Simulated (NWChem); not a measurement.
Program: NWChem. System: HAlCl₂S, charge 1, spin multiplicity 2, at the geometry of a parent with another charge or spin, in a state set for the comparison that need not be this species' ground state. Its SCF solution wasn't tested for a lower state.

Input file:

```
start mol
memory heap 200 mb stack 900 mb global 1100 mb
charge 1
geometry units angstroms nocenter noautoz noautosym
  Al    -0.011862     0.018978     0.000000
  Cl     0.093351     2.111182     0.000000
  Cl    -1.883591    -0.931281     0.000000
  S      1.836903    -1.124138     0.000000
  H      1.197838    -2.318819     0.000000
end
basis spherical
  * library 6-31g*
end
dft
  xc xpbe96 cpbe96
  odft
  mult 2
  semidirect memsize 60000000 filesize 0
  iterations 100
end
task dft energy
```

The output up to the point where the run's verdict is printed (cleaned and shortened):

```
             Northwest Computational Chemistry Package (NWChem) 7.3.0
             --------------------------------------------------------

                                NWChem Input Module
                                -------------------

 Scaling coordinates for geometry "geometry" by  1.889725989
 (inverse scale =  0.529177249)

                             Geometry "geometry" -> ""
                             -------------------------

 Output coordinates in angstroms (scale by  1.889725989 to convert to a.u.)

  No.       Tag          Charge          X              Y              Z
 ---- ---------------- ---------- -------------- -------------- --------------
    1 Al                  13.0000    -0.01186200     0.01897800     0.00000000
    2 Cl                  17.0000     0.09335100     2.11118200     0.00000000
    3 Cl                  17.0000    -1.88359100    -0.93128100     0.00000000
    4 S                   16.0000     1.83690300    -1.12413800     0.00000000
    5 H                    1.0000     1.19783800    -2.31881900     0.00000000

 Effective nuclear repulsion energy (a.u.)     295.6213860833

            Nuclear Dipole moment (a.u.)
            ----------------------------
        X                 Y               Z
 ---------------- ---------------- ----------------
    -0.0000000000     0.0000075589     0.0000000000


 Summary of "ao basis" -> "" (spherical)
 ------------------------------------------------------------------------------
       Tag                 Description            Shells   Functions and Types
 ---------------- ------------------------------  ------  ---------------------
 *                           6-31g*                   on all atoms

  pbe96 is a nonlocal functional; adding pw91lda local functional.

                                 NWChem DFT Module
                                 -----------------

 Summary of "ao basis" -> "ao basis" (spherical)
 ------------------------------------------------------------------------------
       Tag                 Description            Shells   Functions and Types
 ---------------- ------------------------------  ------  ---------------------
[...]
 d= 0,ls=0.5,diis    75  -1560.6379202240  1.68D-05  1.38D-05  1.04D-04    52.1
                                                     1.79D-05  1.33D-04
 d= 0,ls=0.5,diis    76  -1560.6379155982  4.63D-06  1.66D-05  1.13D-04    52.8
                                                     1.63D-05  1.42D-04
 d= 0,ls=0.5,diis    77  -1560.6379027643  1.28D-05  1.08D-05  1.31D-04    53.5
                                                     2.04D-05  1.59D-04
 d= 0,ls=0.5,diis    78  -1560.6379207749 -1.80D-05  1.12D-05  1.12D-04    54.1
                                                     2.24D-05  1.41D-04
 d= 0,ls=0.5,diis    79  -1560.6379393421 -1.86D-05  4.91D-05  9.38D-05    54.8
                                                     6.00D-05  1.22D-04
 d= 0,ls=0.5,diis    80  -1560.6379997424 -6.04D-05  3.12D-05  3.45D-05    55.5
                                                     5.79D-05  5.80D-05
 d= 0,ls=0.5,diis    81  -1560.6380350961 -3.54D-05  2.86D-05  1.06D-05    56.1
                                                     3.23D-05  2.67D-05
 d= 0,ls=0.5,diis    82  -1560.6380376236 -2.53D-06  2.02D-05  1.82D-05    56.8
                                                     2.60D-05  3.29D-05
 d= 0,ls=0.5,diis    83  -1560.6380383997 -7.76D-07  8.03D-06  2.52D-05    57.5
                                                     2.72D-05  3.83D-05
 d= 0,ls=0.5,diis    84  -1560.6380474173 -9.02D-06  1.74D-05  2.10D-05    58.1
                                                     2.05D-05  3.26D-05
 d= 0,ls=0.5,diis    85  -1560.6380463670  1.05D-06  6.10D-06  2.75D-05    58.8
                                                     2.17D-05  3.79D-05
 d= 0,ls=0.5,diis    86  -1560.6380529201 -6.55D-06  7.90D-06  2.38D-05    59.5
                                                     1.85D-05  3.39D-05
 d= 0,ls=0.5,diis    87  -1560.6380556229 -2.70D-06  1.07D-05  2.46D-05    60.1
                                                     1.61D-05  3.40D-05
 d= 0,ls=0.5,diis    88  -1560.6380555676  5.53D-08  8.53D-06  2.78D-05    60.8
                                                     1.44D-05  3.66D-05
 d= 0,ls=0.5,diis    89  -1560.6380555937 -2.61D-08  7.27D-06  3.03D-05    61.5
                                                     1.81D-05  3.90D-05
 d= 0,ls=0.5,diis    90  -1560.6380622533 -6.66D-06  2.29D-05  2.49D-05    62.1
                                                     3.73D-05  3.34D-05
 d= 0,ls=0.5,diis    91  -1560.6380798510 -1.76D-05  9.32D-06  9.21D-06    62.8
                                                     2.91D-05  1.56D-05
 d= 0,ls=0.5,diis    92  -1560.6380884840 -8.63D-06  1.73D-05  4.56D-06    63.4
                                                     2.03D-05  9.54D-06
 d= 0,ls=0.5,diis    93  -1560.6380881492  3.35D-07  1.44D-05  8.64D-06    64.1
                                                     1.67D-05  1.33D-05
 d= 0,ls=0.5,diis    94  -1560.6380863580  1.79D-06  1.04D-05  1.32D-05    64.7
                                                     1.42D-05  1.78D-05
 d= 0,ls=0.5,diis    95  -1560.6380850133  1.34D-06  5.84D-06  1.64D-05    65.4
                                                     1.32D-05  2.11D-05
 d= 0,ls=0.5,diis    96  -1560.6380854314 -4.18D-07  3.16D-06  1.73D-05    66.1
                                                     1.34D-05  2.21D-05
 d= 0,ls=0.5,diis    97  -1560.6380872059 -1.77D-06  3.91D-06  1.66D-05    66.7
                                                     1.57D-05  2.15D-05
 d= 0,ls=0.5,diis    98  -1560.6380912453 -4.04D-06  2.51D-06  1.35D-05    67.4
                                                     1.65D-05  1.83D-05
 d= 0,ls=0.5,diis    99  -1560.6380951122 -3.87D-06  9.25D-06  1.11D-05    68.1
                                                     2.20D-05  1.56D-05
 d= 0,ls=0.5,diis   100  -1560.6381016117 -6.50D-06  7.38D-06  6.13D-06    68.7
                                                     2.37D-05  1.03D-05
```

The run did not converge; its last values are not results. The next line reads: Calculation failed to converge. NWChem stopped with the message: dft energy failed.
